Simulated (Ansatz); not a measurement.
Calculated with Ansatz (gas phase, PBE0-D4/def2-TZVP geometries, no zero-point term in ΔE). CCSD(T)/CBS is the MP2 limit (def2-TZVPP, def2-QZVPP) plus CCSD(T) − MP2 in def2-TZVPP, frozen cores. This one scheme is used for every species. One conformer a species, not always the lowest.

`C#CB(Cl)Cl` + H₂S → `C#CS` + `ClBCl`  (substitution at a C–B bond)

| level | ΔE (kJ/mol) |
| --- | --- |
| CCSD(T)/def2-SVP | 90.6 |
| CCSD/CBS(def2) | 85.5 |

Q: What does CCSD(T)/CBS give? (An estimate is asked.)

A: The calculation gave: +85.6 kJ/mol. The listed levels differ from it by 5.0, -0.1 kJ/mol.

Largest T1 diagnostic among the species: 0.013.

The D4 term adds +3.1 kJ/mol with B3LYP and +1.9 kJ/mol with PBE0; it sums over pairs of atoms, weighted by their polarisabilities, and B3LYP, whose exchange is more repulsive, gets the larger term. Leaving LDA and LC-ωPBE aside and taking each functional with its dispersion term where it has one, the values, not all of them listed here, spread over 10.5 kJ/mol, from PBE-D4 to B97M-V. At CCSD(T), def2-SVP lies +5.0 kJ/mol from the extrapolated value and def2-TZVPP +0.9 kJ/mol.

B3LYP here is the variant with VWN-RPA as its local correlation; programs differ in this.
